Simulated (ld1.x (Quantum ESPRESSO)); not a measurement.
# Pm (Z = 61), TM semilocal: configuration errors across variants

ld1.x (Quantum ESPRESSO) 7.5 input, shortened:

```
&input
   title='Pm', zed=61., rel=1, dft='PBESOL', iswitch=3,
   config='[Xe] 4f5 5d0 6s2 6p0'
 /
 &inputp
   pseudotype=1, tm=.true., lloc=1,
   nlcc=.true., new_core_ps=.true., rcore=0.95
 /
4
6S  1  0   2.00   0.00  3.85  3.85  0.0
5D  3  2   0.00   0.00  3.35  3.35  0.0
4F  4  3   5.00   0.00  1.05  1.05  0.0
5P  2  1   6.00   0.00  1.90  1.90  0.0
 &test
   configts(1)='4f5 5p6 5d0 6s2 6p0'
 /
```

All-electron excitation energies from the reference (eV): (1) 4f5 5p6 5d0 6s1 6p0 5.891; (2) 4f5 5p6 5d0 6s0 6p0 16.732; (3) 4f4 5p6 5d0 6s0 6p0 39.968; (4) 4f5 5p6 5d1 6s0 6p0 7.089; (5) 4f5 5p6 5d0 6s1.5 6p0 2.351; (6) 4f5 5p6 5d1 6s1 6p0 1.861; (7) 4f3 5p6 5d0 6s0 6p0 81.124.

In the semilocal form every listed channel keeps its own potential, so the choice of the local channel does not act on these tests. It acts once the file is put into the separable form.

A semilocal file is local in each channel, so a ghost entry of none says nothing of the separable form that plane-wave codes build from it.

5 further variants failed, have other tests or another functional or relativity, and are left out.

Errors AE − PS in meV (a dash: test not solved or not reliable):

```tsv
change	(1)	(2)	(3)	(4)	(5)	(6)	(7)	bound ghosts
base	-1.7	-23	+11	-31	-0.5	-8.9	-834	none
wave 5p (bound): rc 1.90 bohr becomes 5p (bound): rc 1.58 bohr	-1.7	-23	-30	-31	-0.5	-8.8	-1077	none
local potential the s channel	-1.7	-23	+11	-31	-0.5	-8.9	-833	none
core correction Bessel-smoothed model core inside 1.22 bohr	-1.7	-23	+22	-31	-0.5	-8.9	-757	none
all radii but the core radius scaled by about 1.16 (s 4.48, p 2.22, d 3.90, f 1.22 bohr)	-2.1	-49	-33	-8.9	-0.4	+4.1	-529	none
wave 5d (bound): rc 3.35 bohr becomes 5d (bound): rc 2.96 bohr	-1.7	-23	+11	-34	-0.5	-10	-834	none
wave 6s (bound): rc 3.85 bohr becomes 6s (bound): rc 4.06 bohr	-1.6	-27	-17	-28	-0.4	-7.1	-890	none
```

Question: Give the same row for: wave 4f (bound): rc 1.05 bohr becomes 4f (bound): rc 1.26 bohr.

Answer: -2.2, -24, +30, -31, -0.7, -8.6, -617; bound ghosts: none.
